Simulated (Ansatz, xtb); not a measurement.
# Redistribution: GaH(CH3)2 + Ga(CH3)(NH2)2 → Ga(CH3)2(NH2) + GaH(CH3)(NH2)

Species: GaH(CH3)2, singlet; Ga(CH3)(NH2)2, singlet; Ga(CH3)2(NH2), singlet; GaH(CH3)(NH2), singlet. The partners trade H for NH2; both sit on Ga, so the bond types are kept.

Shapes, held fixed at every level: PBE0-D4/def2-TZVP. Programs: Ansatz 0.2.0, xtb 6.7.1. Electronic energies: no zero-point or thermal term.

```json
{"level": "GFN0-xTB", "kind": "semi-empirical", "ΔE (kJ/mol)": "-11.0", "less CCSD(T)/def2-TZVPP": "+9.6", "CPU time (sum over the molecules)": "0.14 s"}
{"level": "HF/def2-TZVPP", "kind": "Hartree–Fock", "ΔE (kJ/mol)": "-13.4", "less CCSD(T)/def2-TZVPP": "+7.2", "CPU time (sum over the molecules)": "–"}
{"level": "SPW92/def2-TZVPP", "kind": "LDA", "ΔE (kJ/mol)": "-25.1", "less CCSD(T)/def2-TZVPP": "-4.5", "CPU time (sum over the molecules)": "17 s"}
{"level": "BHLYP-D4/def2-TZVPP", "kind": "global hybrid", "ΔE (kJ/mol)": "-18.0", "less CCSD(T)/def2-TZVPP": "+2.6", "CPU time (sum over the molecules)": "33 s"}
{"level": "wB97M-V/def2-TZVPP", "kind": "range-separated hybrid", "ΔE (kJ/mol)": "-19.7", "less CCSD(T)/def2-TZVPP": "+0.9", "CPU time (sum over the molecules)": "2 min"}
{"level": "wB97X-V/def2-TZVPP", "kind": "range-separated hybrid", "ΔE (kJ/mol)": "-19.0", "less CCSD(T)/def2-TZVPP": "+1.6", "CPU time (sum over the molecules)": "89 s"}
{"level": "CCSD/def2-SVP", "kind": "coupled cluster or CI", "ΔE (kJ/mol)": "-24.2", "less CCSD(T)/def2-TZVPP": "-3.6", "CPU time (sum over the molecules)": "–"}
{"level": "CCSD(T)/def2-TZVPP", "kind": "coupled cluster or CI", "ΔE (kJ/mol)": "-20.6", "less CCSD(T)/def2-TZVPP": "0.0", "CPU time (sum over the molecules)": "24 min"}
```

The highest level, CCSD(T)/def2-TZVPP, gives ΔE = -20.6 kJ/mol; the levels span -25.1 to -11.0. The column of differences is taken from that level and isn't an error. No measured value is set beside it here. Relativity is left out for Ga. Outer-core shells of Ga are correlated, in sets that cover them unevenly. Times are processor times on shared x86 and Arm servers, and rough.
